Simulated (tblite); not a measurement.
Species: C5H10O2Si.
SMILES with atom numbers: `[CH3:1][C:2](=[O:3])[C@@H:4]1[CH2:5][C@@H:6]1[O:7][SiH3:8]` (hydrogens: H9, H10, H11 on C1; H12 on C4; H13, H14 on C5; H15 on C6; H16, H17, H18 on Si8)

Computed with GFN2-xTB (tblite), gas phase: L-BFGS steps from a force-field or distance-geometry start until the largest atomic force falls under 0.01 eV/Å.

Geometry at step 163:
```
atom  x, y, z in Å
C1      2.1656    1.5032   -0.7396
C2      0.9111    0.6718   -0.8683
O3     -0.0755    1.0656   -1.4484
C4      0.9748   -0.6526   -0.1968
C5     -0.1493   -1.6318   -0.4607
C6     -0.0922   -0.9460    0.8558
O7     -0.9820    0.0249    1.2023
Si8    -2.5720    0.2749    0.9412
H9      3.0385    0.9389   -1.0622
H10     2.0673    2.4097   -1.3298
H11     2.3022    1.7765    0.3063
H12     1.9631   -1.0425    0.0134
H13     0.0804   -2.6829   -0.5398
H14    -0.8945   -1.2670   -1.1543
H15     0.2591   -1.5019    1.7242
H16    -3.3411   -0.5489    1.8937
H17    -2.6271    1.6967    1.2615
H18    -3.0374   -0.0822   -0.4100
```

Task: Give the atomic forces at this geometry.

Result: 
| atom | Fx (eV/Å) | Fy (eV/Å) | Fz (eV/Å) |
| --- | --- | --- | --- |
| C1 | -0.030 | -0.011 | 0.035 |
| C2 | -0.091 | 0.046 | -0.124 |
| O3 | 0.165 | -0.100 | 0.150 |
| C4 | -0.036 | 0.039 | -0.027 |
| C5 | 0.060 | 0.031 | -0.034 |
| C6 | -0.075 | -0.014 | -0.021 |
| O7 | -0.112 | 0.038 | 0.017 |
| Si8 | -0.001 | -0.023 | -0.029 |
| H9 | -0.040 | 0.013 | -0.002 |
| H10 | 0.018 | 0.002 | -0.025 |
| H11 | -0.001 | -0.041 | -0.014 |
| H12 | -0.019 | 0.074 | -0.029 |
| H13 | 0.006 | 0.016 | 0.039 |
| H14 | 0.010 | -0.064 | 0.053 |
| H15 | -0.054 | -0.038 | -0.039 |
| H16 | 0.083 | 0.052 | -0.086 |
| H17 | -0.009 | -0.111 | -0.048 |
| H18 | 0.126 | 0.092 | 0.182 |

The largest, 0.24 eV/Å, acts on O3 (H18 within 3 % of it); the rms over all components is 0.066 eV/Å. The forces sum to zero within rounding, as they must for an isolated molecule in no field.

Task: Give the force on O3 in Eh/bohr and in nN.

Result: 0.244 eV/Å ÷ 51.422 = 0.00475 Eh/bohr, and 0.244 eV/Å × 1.602 = 0.39 nN.

Task: How far is this geometry from the end of the optimisation?

Result: 0.054 eV above it, and 0.373 Å rms away after alignment. The bonds farthest from their final lengths, with half the difference of the two atoms' forces along the bond (positive lengthens):

```json
{"bond": "Si8–H18", "now (Å)": "1.473", "final (Å)": "1.456", "force along bond (eV/Å)": "-0.13"}
{"bond": "Si8–H16", "now (Å)": "1.476", "final (Å)": "1.470", "force along bond (eV/Å)": "-0.06"}
{"bond": "C2–C4", "now (Å)": "1.486", "final (Å)": "1.481", "force along bond (eV/Å)": "+0.03"}
{"bond": "C4–C6", "now (Å)": "1.527", "final (Å)": "1.531", "force along bond (eV/Å)": "+0.02"}
{"bond": "Si8–H17", "now (Å)": "1.458", "final (Å)": "1.455", "force along bond (eV/Å)": "-0.04"}
{"bond": "C6–O7", "now (Å)": "1.362", "final (Å)": "1.359", "force along bond (eV/Å)": "+0.04"}
```

The angle farthest from its final value is C5–C6–O7, 122.0° against 123.6°.

The cost below is that of the whole relaxation. On one thread of an Arm Neoverse N1 (shared host), this took 2.6 s wall.
